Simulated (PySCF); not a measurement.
Isomers of CH5BSi. Gas-phase values, no solvent. One relaxed conformer stands for each flexible species; it need not be the lowest. Strings in code marks are SMILES.

The HOMO–LUMO gap from two functionals at the same geometries (r2SCAN-D4/def2-TZVP), both in PySCF: PBE-D3(BJ)/def2-TZVP and r2SCAN-D4/def2-TZVP. 

```
species             PBE-D3(BJ)/def2-TZVP (eV)  r2SCAN-D4/def2-TZVP (eV)
------------------  -------------------------  ------------------------
`B1C[SiH2]1`                             3.53                      3.95
`C(=B/[H])/[SiH3]`                       3.74                      4.31
`[H]/B=[SiH]/C`                          1.00                      1.46
`B(C)=[SiH2]`                            1.71                      2.12
```

Over these rows, drawn at random from the members with no instability flagged (it was tested for open shells, ions and some series alone), PBE minus r2SCAN-D4: mean -0.46 eV, from -0.57 eV to -0.40 eV.
